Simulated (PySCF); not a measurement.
SiBrF₂, SMILES F[Si](F)Br, multiplicity 2. Coordinates come from a PBE-D3(BJ)/def2-SVP optimisation.

Computed equilibrium geometry at PBE-D3(BJ)/def2-SVP (PySCF confirms it by a frequency run) as bond lengths and angles, and its point group:
point group Cs.
Atoms: Si1 Br2 F3 F4. Bonded distances (Å): Si1–Br2 2.237, Si1–F3 1.631, Si1–F4 1.631. Bond angles (°): Br2–Si1–F3 109.3, Br2–Si1–F4 109.3, F3–Si1–F4 106.3.
Charge 0, spin multiplicity 2.
